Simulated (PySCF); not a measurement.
**NMR problem set**

All values are calculated (PySCF): GFN2-xTB geometry, σ from GIAO-PBE0/pcSseg-1. Gas phase, one computed conformer, one averaged value for each set of equivalent atoms, non-relativistic Hamiltonian.

Scale: ¹H, ¹³C vs TMS (reference shieldings calculated alike). Splittings of carbon signals by F and P are missing where no couplings were computed. Where no couplings were computed, multiplicities follow the n + 1 count of equivalent neighbours, and m marks all less simple cases (inequivalent or close neighbours, rings, F or P nearby). Shifts are as computed. Against solution values, carbons near 30 ppm lie about +3 ppm off and those near 130 ppm about +5 ppm. Of 1211 compounds with measured shifts, 218 miss one by over three times the rms of a fit or turn the order of signals round; such compounds aren't used in these exercises. OH and NH positions are gas-phase values without hydrogen bonding to other molecules.

Problem. C$_{6}$H$_{14}$OP$_{2}$. ¹H NMR (400 MHz, computed): δ 3.55 (s, 3H), 3.47 (m, 2H), 3.19 (m, 1H), 2.16 (m, 4H), 1.78 (m, 4H). ¹³C{¹H} NMR (computed): δ 73.6 (CH2), 63.1 (CH3), 28.5 (CH2), 21.7 (CH2). Give a structure.

Solution. SMILES C1P(COC)CCPC1. 4 carbon signals for 6 carbons: some carbons are equivalent by symmetry or fast rotation. Carbon types of the structure: 5 × CH2, 1 × CH3, leaving 1 H on heteroatoms. δC 73.6: sp3 CH2 bonded to O and P; the inductive effect lowers its shielding. δC 63.1: methyl carbon bonded to O; deshielded by the electronegative neighbour. δH 3.55: hydrogen on a methyl carbon bonded to O; its carbon carries O, which withdraws density. δH 3.47: hydrogen on an sp3 CH2 bonded to O and P; its carbon carries O, an electronegative neighbour.

The shifts were computed for this structure.

Problem. C$_{6}$H$_{8}$F$_{2}$O. ¹H NMR (600 MHz, computed): δ 6.58 (d, 1H), 6.26 (m, 1H), 5.02 (m, 1H), 4.40 (m, 1H), 2.21 (m, 1H), 2.15 (m, 1H), 2.03 (m, 1H), 1.83 (m, 1H). ¹³C{¹H} NMR (computed): δ 150.5 (CH), 119.1 (CH), 106.8 (CH), 77.7 (CH), 24.0 (CH2), 20.1 (CH2). Identify the compound.

Solution. SMILES FC(F)[C@H]1CCC=CO1. Rings plus π bonds: 2 (1 ring in the answer). 6 carbon signals for 6 carbons: no two carbons are equivalent. Carbon types of the structure: 4 × CH, 2 × CH2, which accounts for all hydrogens. δC 150.5: alkene carbon bearing oxygen; an sp2 carbon further deshielded by the attached heteroatom. δC 119.1: sp3 CH bonded to 2 F; 2 electronegative neighbours deshield it. δC 106.8: β carbon of an enol-ether or enamine type C=C; the O or N lone pair pushes π density onto this β carbon and shields it. δC 77.7: sp3 CH bonded to O; deshielded by the electronegative neighbour.

This is the structure that produced the data.

Problem. C$_{7}$H$_{16}$O. ¹H NMR (400 MHz, computed): δ 3.67 (sept, 1H), 1.18 (s, 9H), 1.13 (d, 6H). ¹³C{¹H} NMR (computed): δ 74.8, 67.3, 29.8, 27.2. Identify the compound.

Solution. SMILES CC(C)OC(C)(C)C. The formula gives 0 degrees of unsaturation. 4 carbon signals for 7 carbons: some carbons are equivalent by symmetry or fast rotation. Carbon types of the structure: 1 × C, 1 × CH, 5 × CH3, which accounts for all hydrogens. δC 74.8: fully substituted sp3 carbon bonded to O; deshielded by the electronegative neighbour. δC 67.3: sp3 CH bonded to O; deshielded by the electronegative neighbour. δC 29.8, 27.2: methyl carbon; saturated and bonded to C and H only. δH 3.67: hydrogen on an sp3 CH bonded to O; its carbon carries O, an electronegative neighbour.

The shifts were computed for this structure.

Problem. C$_{2}$H$_{11}$N$_{3}$Si$_{3}$. ¹H NMR (500 MHz, computed): δ 5.20 (s, 1H), 4.85 (s, 6H), 2.88 (s, 3H), 0.06 (br s, 1H). ¹³C{¹H} NMR (computed): δ 125.6, 29.0. What is it?

Solution. `N(C)[Si@@H](C#N)N([SiH3])[SiH3]`. Rings plus π bonds: 2 (no ring in the answer). 2 carbon signals for 2 carbons: no two carbons are equivalent. Carbon types of the structure: 1 × C, 1 × CH3, leaving 8 H on heteroatoms. δC 125.6: nitrile carbon; typical of a nitrile. δC 29.0: methyl carbon bonded to N; deshielded by the electronegative neighbour. δH 2.88: hydrogen on a methyl carbon bonded to N; its carbon carries N, an electronegative neighbour. δH 0.06: hydrogen on a nitrogen bonded to C, Si; labile proton, position sensitive to the medium.

The shifts were computed for this structure.
